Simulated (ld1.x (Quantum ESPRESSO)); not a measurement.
Which change was made? (C, RRKJ)

ld1.x (Quantum ESPRESSO) 7.5 input, shortened:

```
&input
   title='C', zed=6., rel=1, dft='BLYP', iswitch=3,
   config='[He] 2s2 2p2'
 /
 &inputp
   pseudotype=2, tm=.false., rho0=0.005, lloc=1,
   nlcc=.true., new_core_ps=.true.
 /
2
2S  1  0   2.00   0.00  1.00  1.00  0.0
2P  2  1   2.00   0.00  3.00  3.00  0.0
 &test
   configts(1)='2s2 2p2'
 /
```

Cutoffs, loose and tight: the cutoffs (Ry, on a coarse ladder) from which the occupation-weighted sum of valence levels, in a spherical-Bessel basis at the reference potential, stays within 10 and 1 mRy of its value at 400 Ry. They do not see the model core or the augmentation charge, which bear on the density cutoff. Test errors are all-electron minus pseudo excitation energies from the reference, over the configurations 2s2 2p1; 2s2 2p0; 2s1 2p0; 2s1 2p3; 2s2 2p1.5; 2s2 2p2.3; 2s0 2p4; variants that change the core or the reference have their own tests.

The base gives: outcome: generated; cutoff, loose: 60 Ry; cutoff, tight: 100 Ry; bound ghosts: none; largest test error (meV): +2329.

Problem. After one change the result is: outcome: generated; cutoff, loose: 60 Ry; cutoff, tight: 100 Ry; bound ghosts: none; largest test error (meV): +470. Which change was it?
A. wave 2p (bound): rc 3.00 bohr becomes 2p (bound): rc 3.42 bohr
B. wave 2p (bound): rc 3.00 bohr becomes 2p (bound): rc 4.02 bohr
C. wave 2p (bound): rc 3.00 bohr becomes 2p (bound): rc 1.92 bohr
D. wave 2p (bound): rc 3.00 bohr becomes 2p (bound): rc 2.38 bohr

Solution. C. The others give: wave 2p (bound): rc 3.00 bohr becomes 2p (bound): rc 4.02 bohr → outcome: generated; cutoff, loose: 60 Ry; cutoff, tight: 100 Ry; bound ghosts: none; largest test error (meV): +4976 | wave 2p (bound): rc 3.00 bohr becomes 2p (bound): rc 3.42 bohr → outcome: generated; cutoff, loose: 60 Ry; cutoff, tight: 100 Ry; bound ghosts: none; largest test error (meV): +3374 | wave 2p (bound): rc 3.00 bohr becomes 2p (bound): rc 2.38 bohr → outcome: generated; cutoff, loose: 60 Ry; cutoff, tight: 100 Ry; bound ghosts: none; largest test error (meV): +993.
